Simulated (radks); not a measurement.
Spherical quantum dot in the effective-mass picture: electrons in a parabolic well V = omega^2 r^2 / 2 with omega = 0.389, with a point charge +1 (a donor) at the centre, all in effective atomic units (hartree* = m*/eps^2 hartree, bohr* = eps/m* bohr), one dielectric constant everywhere. Calculated with a radial shooting solver with Libxc functionals: non-relativistic Kohn-Sham, PBEsol, spin-polarised, spherical densities. Levels are named by radial order and angular momentum (1s, 1p, 1d, 2s, ...), and open shells are averaged over m.

N = 29, configuration 1s2 1p6 1d10 2s2 1f(up 7, down 2). This is the lowest configuration that the search found. Occupied and some empty levels:

level,occupation,eigenvalue (hartree*),<r> (bohr*)
1s up,1,6.8712,2.205
1s down,1,6.8734,2.119
1p up,3,7.0793,3.994
1p down,3,7.0984,3.910
2s up,1,7.1363,3.799
2s down,1,7.1565,3.824
1d up,5,7.2223,4.542
1d down,5,7.2474,4.500
1f up,7,7.3815,4.912
1f down,2,7.4095,4.893
2p up,0,7.4338,4.026
2p down,0,7.4488,4.055
1g up,0,7.5591,5.205
1g down,0,7.5885,5.200
2d up,0,7.6567,4.487
2d down,0,7.6733,4.492

Energy (hartree*): total 124.664, kinetic 9.0687, external 36.379, Hartree 87.142, exchange-correlation -7.9256.

Electron density:

r (bohr*),n(r) (e/bohr*^3)
0.181,0.4033
0.635,0.1701
1.09,0.07871
1.54,0.04310
2.00,0.03150
2.45,0.03074
2.91,0.03442
3.36,0.03866
3.81,0.04077
4.27,0.03916
4.72,0.03349
5.18,0.02493
5.63,0.01575
6.08,0.008263
6.54,0.003544
6.99,0.001251
7.45,0.0003657
7.90,0.00008782
8.36,0.00001716
8.81,2.769e-06
